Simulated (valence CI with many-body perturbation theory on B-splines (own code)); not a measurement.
Sensitivity of CI+MBPT for Co V

Computed by relativistic CI+MBPT: five valence electrons over a frozen Dirac-Fock core [Ar], radial functions for each j: 6 s, 6 p, 5 d, 5 f, 1 g, with the one-electron correlation potential Σ1, the two-electron term Σ2, the three-electron term Σ3, Breit, model QED; selected CI, second order for the rest, scaled by the run's own slope (own B-spline code, finite nucleus).

Set against measurement, 12 paired levels are off by 294 cm⁻¹ on average, the worst by 761. These come from a selection out of Sugar and Corliss, J. Phys. Chem. Ref. Data 10, 1097 (1981). Levels without a partner in it may be off by more, other configurations by 1,000 to 8,000 cm⁻¹. Among the levels kept, up to 490 cm⁻¹ of a level comes from second order outside the variational space, and about a tenth of that is noise between levels of different J, which matters for small intervals. Only levels of the ground parity were solved; by the run's estimate the other parity begins above the list, which can be wrong where configurations are misplaced.

The reference run has the lowest level 3d5 6S_5/2 and an ionisation energy of 78.1074 eV. Its largest variational space holds 10248 state functions.

Changed runs:
A. core polarisation of operators on → off; Breit term on → off; QED terms on → off
B. size limit of the variational space 10000 → 6000; screening of Σ1 on → off
C. Breit term on → off
D. box radius (bohr) 15.75 → 1.66 (bad on purpose)

Excitation energies of the reference run in cm⁻¹, and shifts in cm⁻¹:

| Level | Reference | A | B | C | D |
| --- | --- | --- | --- | --- | --- |
| 3d5 4G_11/2 | 36457 | +146 | +15 | +148 | +8171 |
| 3d5 4G_5/2 | 36507 | -35 | +44 | -33 | +9398 |
| 3d5 4G_9/2 | 36522 | +79 | +24 | +81 | +8204 |
| 3d5 4G_7/2 | 36525 | +18 | +41 | +20 | +9375 |
| 3d5 4P_5/2 | 41242 | -75 | +50 | -75 | +10867 |
| 3d5 4P_3/2 | 41392 | -66 | +24 | -65 | +10124 |
| 3d5 4P_1/2 | 41539 | -38 | +21 | -36 | +10239 |
| 3d5 4D_7/2 | 44651 | +30 | +48 | +32 | +10626 |
| 3d5 4D_1/2 | 44858 | -28 | +28 | -25 | +9790 |
| 3d5 4D_5/2 | 44946 | +50 | +58 | +55 | +10824 |
| 3d5 4D_3/2 | 44955 | +16 | +30 | +20 | +9866 |
| 3d5 2I_11/2 | 52597 | +91 | +25 | +93 | +12236 |
| Ionisation energy (eV) | 78.1074 | -0.0269 | +0.0805 | -0.0238 | -19.5976 |
